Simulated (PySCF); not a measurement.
These 2 structures share the formula C2H2BrN3. Theory: PySCF, PBE0-D3(BJ)/def2-SVP geometry optimisation, gas phase. Energies are electronic, without zero-point or thermal terms, for one conformer each. No frequencies were run at this level. Point groups hold within 0.08 Å.

Task: Order them by energy at this level, lowest first, and give relative energies in kcal/mol.
A. `Brc1ncn[nH]1`
B. `Brc1cn[nH]n1`

Result: A (0.0), B (12.5).

```
      SMILES       E (Eh)  E rel (kcal/mol)  dipole (D)  point group      A, B, C (MHz)
Brc1ncn[nH]1  -2814.75618               0.0        2.29           Cs  10023, 1362, 1199
Brc1cn[nH]n1  -2814.73618              12.5        1.19           Cs  10041, 1321, 1167
```

***

These 2 structures share the formula C2H2ClN3. Level of theory: PBE0-D3(BJ)/def2-SVP geometry optimisation, gas phase (PySCF). Energies are electronic, without zero-point or thermal terms, for one conformer each. No frequencies were run at this level. Point groups hold within 0.08 Å.

Task: Rank from lowest to highest electronic energy at this level (kcal/mol).
A. `Clc1ncn[nH]1`
B. `[nH]1nncc1Cl`

Result: A (0.0), B (19.9).

```csv
SMILES,E (Eh),E rel (kcal/mol),dipole (D),point group,"A, B, C (MHz)"
Clc1ncn[nH]1,-701.11501,0.0,2.30,Cs,"10024, 2198, 1803"
Clc1cnn[nH]1,-701.08326,19.9,3.46,Cs,"10021, 2113, 1745"
```
